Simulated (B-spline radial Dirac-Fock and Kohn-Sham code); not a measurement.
## Neutral bismuth: differential elastic cross section for electrons at 32.4 keV

Calculated with a radial finite-basis atomic code, using relativistic (Dirac) partial waves in the static field of the Dirac-Fock atom with Furness-McCarthy exchange, without polarisation or absorption potentials.

| θ (°) | dσ/dΩ (a₀²/sr) | Sherman function |
| --- | --- | --- |
| 5 | 8.97 | 0.000 |
| 10 | 1.12 | 0.000 |
| 15 | 0.323 | -0.002 |
| 20 | 0.135 | -0.003 |
| 25 | 0.0659 | -0.001 |
| 30 | 0.0359 | 0.008 |
| 35 | 0.0215 | 0.023 |
| 40 | 0.0139 | 0.042 |
| 45 | 0.00952 | 0.061 |
| 50 | 0.00684 | 0.076 |
| 55 | 0.00512 | 0.082 |
| 60 | 0.00397 | 0.075 |
| 65 | 0.00317 | 0.054 |
| 70 | 0.00261 | 0.020 |
| 75 | 0.00221 | -0.026 |
| 80 | 0.00191 | -0.080 |
| 85 | 0.00168 | -0.137 |
| 90 | 0.00152 | -0.193 |
| 95 | 0.00139 | -0.244 |
| 100 | 0.00129 | -0.287 |
| 105 | 0.00122 | -0.321 |
| 110 | 0.00116 | -0.344 |
| 115 | 0.00112 | -0.356 |
| 120 | 0.00109 | -0.358 |
| 125 | 0.00107 | -0.351 |
| 130 | 0.00105 | -0.337 |
| 135 | 0.00104 | -0.316 |
| 140 | 0.00103 | -0.290 |
| 145 | 0.00102 | -0.260 |
| 150 | 0.00102 | -0.227 |
| 155 | 0.00102 | -0.192 |
| 160 | 0.00102 | -0.155 |
| 165 | 0.00102 | -0.117 |
| 170 | 0.00102 | -0.078 |
| 175 | 0.00102 | -0.039 |

The total elastic cross section is 1.71 a₀², the first transport cross section 0.0311 a₀² and the second, weighted with (3/2) sin²θ, 0.0597 a₀². The mean deflection is ⟨1 − cos θ⟩ = 0.0181, and 0.42 % of the collisions scatter beyond 90°.

Phase shifts modulo π (rad) for κ = −1 to −5: -0.783, 0.899, 0.047, -0.524, -0.933.
